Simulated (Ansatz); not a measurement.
Ansatz (an electronic-structure program) input for C3H6OSi, SMILES [SiH3][C@@H]1C=CO1, PBE/def2-SVPD. Coordinates come from a B3LYP-D3(BJ)/def2-SVP optimisation. The structure was generated by enumeration; whether it is a known compound was not checked.

Ansatz 0.2 input:
```yaml
crystal:
  periodic: [false, false, false]
  atoms:
    - {symbol: Si, position_ang: [1.61208777, 0.23257379, -0.11090256]}
    - {symbol: C, position_ang: [-0.21510016, 0.08681577, -0.61866065]}
    - {symbol: C, position_ang: [-1.22576607, 0.86623335, 0.19344517]}
    - {symbol: C, position_ang: [-1.62890285, -0.31852503, 0.68913044]}
    - {symbol: O, position_ang: [-0.77689200, -1.14465084, -0.01371737]}
    - {symbol: H, position_ang: [2.13655941, 1.55621624, -0.56032514]}
    - {symbol: H, position_ang: [1.69930646, 0.12790769, 1.37030996]}
    - {symbol: H, position_ang: [2.41045984, -0.84817393, -0.75651890]}
    - {symbol: H, position_ang: [-0.36875678, 0.06982806, -1.71111304]}
    - {symbol: H, position_ang: [-1.47487875, 1.91509934, 0.32449960]}
    - {symbol: H, position_ang: [-2.33816853, -0.72684839, 1.41203270]}
basis:
  gaussian:
    orbitals: def2-SVPD
hamiltonian:
  xc: {name: PBE}
```

Output:

```
WARN ansatz: RAYON_NUM_THREADS=1 ignored (pool sized by the plan → 1); use --threads N
Functional definition: PBE
integrals: 0.08 GiB planned
1304 factors; their error is unknown
mean field: 0.59 GiB planned
mean field evaluation 1: about -13107.9697 eV, gradient 5.1e1 eV
mean field evaluation 2: about -13093.4132 eV, gradient 9.4e1 eV
mean field evaluation 4: about -13114.3121 eV, gradient 1.4e1 eV
mean field evaluation 8: about -13114.7303 eV, gradient 1.7e-1 eV
mean field evaluation 16: about -13114.6569 eV, gradient 3.7e-4 eV
mean field -13114.65685668 eV, -481.9547500491 hartree, gradient 3.2e-5 eV, S^2 0.000000; 0 other end points of the search recorded, 0 dependent functions left out
reference -13114.65690483 eV, -481.9547518187 hartree; 23, 23 occupied and 132, 132 virtual orbitals, 1304 factors
Total energy: -13114.65690483 eV, -481.9547518187 hartree
```

Self-consistency was reached.
